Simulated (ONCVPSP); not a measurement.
Building the ONCV potential for terbium (PBE, scalar-relativistic).

```json
{
  "Element": "terbium",
  "Generator": "ONCVPSP 4.0.1",
  "Type": "optimised norm-conserving Vanderbilt (ONCV)",
  "Functional": "PBE",
  "Relativity": "scalar-relativistic",
  "Frozen core": "[Kr] 4d10 4f8",
  "Valence charge": "11",
  "Reference configuration": "5s2 5p6 5d1 6s1.75 (charge +0.25)",
  "Partial waves": "5s+6s: rc 2.10 bohr, ncon 3, nbas 7, qcut 4.3 1/bohr, 3 projectors, debl 2 Ha; 5p: rc 1.90 bohr, ncon 4, nbas 8, qcut 6.5 1/bohr, 1 projector; 5d: rc 2.70 bohr, ncon 4, nbas 8, qcut 4.8 1/bohr, 2 projectors, debl 2.4 Ha",
  "Local potential": "polynomial inside 1.70 bohr (lpopt 4, dvloc0 0 Ha)",
  "Core correction": "Teter function, fcfact 5.75, rcfact 1.55"
}
```

- Cutoffs needed: 15 Ha and 18 Ha (the cutoffs (Ha) at which the residual kinetic energy of the hardest occupied pseudo-wave falls to 1 and 0.1 mHa per electron)
- Ghost test: no bound ghost flagged; GHOST(+) flagged for s at 262.3 eV
- Largest excitation error: -6.9 meV (all-electron minus pseudo) for 5s2 5p6 5d1 6s0, out of 4 test configurations
- rms error of d²Exc/dni dnj: 5.86 mHa without and 2.71 mHa with the model core
